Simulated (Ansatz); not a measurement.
Pd₄. Total charge 0; singlet. Geometry relaxed at r2SCAN-D4/def2-SVP.

```xyz
4

Pd   -0.4226    1.4953    0.3147
Pd    1.5457   -0.3518   -0.0268
Pd   -0.5182   -0.2801   -1.4719
Pd   -0.6049   -0.8635    1.1840
```

In the def2 sets Pd takes a core potential; there is no spin–orbit coupling. The restricted singlet is unstable towards broken spin symmetry at other levels; at r2SCAN-D4/def2-SVP this wasn't settled. The relaxation made no stability test and no search for a lower SCF solution. The geometry of the singlet was relaxed on an unsound state (an occupied level 0.09 eV above an empty one). At PBE0-D4/def2-TZVP a triplet of charge 0 lies 0.80 eV below the restricted singlet, each at its own geometry. The structure comes from a short search, and lower isomers may exist.

Q: Estimate the harmonic wavenumbers at RKS r2SCAN-D4/def2-SVP (Ansatz, unscaled). Is this a minimum?

A: 79, 129, 148, 153, 153, 253 cm⁻¹. Yes, no mode is imaginary beyond noise. Zero-point energy 5.5 kJ/mol. Run time 43 s (4 threads of Arm Neoverse V1 on a shared host).
